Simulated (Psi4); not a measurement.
Pair of molecules: H2O (SMILES O) (first 3 atoms) with H2Se (SMILES [SeH2]); geometry from B3LYP-D3(BJ)/def2-TZVP.
(charge 0, multiplicity 1):
```xyz
6

O     -0.033    -0.386     0.223
H      0.716     0.202     0.079
H     -0.799     0.192     0.309
Se     0.488    -0.170     3.348
H      0.446    -1.569     2.910
H      0.746    -0.555     4.746
```

All values below come from SAPT0/aug-cc-pVDZ (Psi4).

Q: Give the four SAPT terms and the total, and say what mostly holds the pair together.

A: electrostatics -15.1, exchange 15.6, induction -2.6, dispersion -7.1, total -9.2 kJ/mol; the largest attraction is electrostatics.
